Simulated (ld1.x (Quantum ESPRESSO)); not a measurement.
## An all-electron radial function and its pseudo partner (cerium (Ce))

Columns: radius, all-electron u(r) and pseudo u(r) of the 6s shell (level -4.41 eV) of cerium in the configuration [Kr] 4d10 4f1 5s2 5p6 5d1 6s1 6p1; PW91, scalar-relativistic, PAW scheme, ld1.x (Quantum ESPRESSO) 7.5.

```
r (bohr)  all-electron   pseudo
   0.200        0.1142   0.1895
   0.400       -0.1181   0.3477
   0.600       -0.1258   0.4508
   0.800        0.0693   0.4872
   1.000        0.2228   0.4587
   1.200        0.2683   0.3783
   1.400        0.2245   0.2645
   1.600        0.1272   0.1358
   1.800        0.0072   0.0063
   2.000       -0.1144  -0.1156
   2.200       -0.2255  -0.2256
   2.400       -0.3204  -0.3204
   2.600       -0.3971  -0.3971
   2.800       -0.4562  -0.4562
   3.000       -0.4993  -0.4993
   3.200       -0.5286  -0.5286
   3.400       -0.5461  -0.5461
   3.600       -0.5538  -0.5538
   3.800       -0.5534  -0.5534
   4.000       -0.5464  -0.5464
   4.200       -0.5339  -0.5339
   4.400       -0.5172  -0.5172
   4.600       -0.4973  -0.4973
   4.800       -0.4749  -0.4749
   5.000       -0.4509  -0.4509
   5.200       -0.4259  -0.4259
```

How many radial nodes do the two functions have?

The all-electron 6s function has n − l − 1 = 5 (the table is too coarse to show those close to the nucleus); the pseudo-wave has 1, since 1 lower shell of the same l stays in the valence.

At about which radius was the pseudo-wave matched?

2.30 bohr, where the columns begin to agree (steps of 0.20 bohr).

Is the pseudo-wave norm-conserving?

No, it belongs to a PAW set: the norm inside the radius is not constrained, and the difference is carried by the augmentation charge.
